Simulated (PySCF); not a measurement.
## Dipole response of Ne²⁺ (neon, charge +2)

[He] 2s2 2p4, high-spin 3P determinant. Computed with PySCF 2.14 in aug-cc-pCVTZ-DK with one added diffuse shell each of s, p, d, f type (8s7p5d3f, 75 functions), with scalar relativity by spin-free X2C-1e. Coupled (time-dependent) response in atomic units; α is the mean over directions.

```csv
method,mean α (bohr³),"α xx, yy, zz",C₆ (like pair),S(−4)
UHF,0.8313,"0.9039, 0.6860, 0.9039",1.038,0.3560
PBE,0.8743,"0.9383, 0.7462, 0.9383",1.115,0.3892
r2SCANh,0.8641,"0.9377, 0.7171, 0.9377",1.106,0.3909
TPSS,0.8632,"0.9268, 0.7359, 0.9268",1.107,0.3629
```

S(−4) is the Cauchy moment in α(ω) = α(0) + S(−4) ω² + …

α(iu) at r2SCANh:

```tsv
u (hartree)	α(iu) (bohr³)
0	0.8641
0.0500	0.8632
0.100	0.8603
0.200	0.8491
0.300	0.8316
0.500	0.7840
0.750	0.7144
1.00	0.6450
1.50	0.5228
2.00	0.4252
3.00	0.2893
5.00	0.1528
```

A single London oscillator, α(iu) = α/(1 + u²/ω²), gives C₆ = (3/4) ω α². Matching the computed C₆ needs ω = 4 × 1.106 / (3 × 0.8641²) = 1.97 hartree.

For an ion, C₆ is the dispersion term alone; charge-induced terms of lower order in 1/R come first.

The components differ because the open shell of this determinant is not spherical; for a pure term their mean is the scalar polarisability.
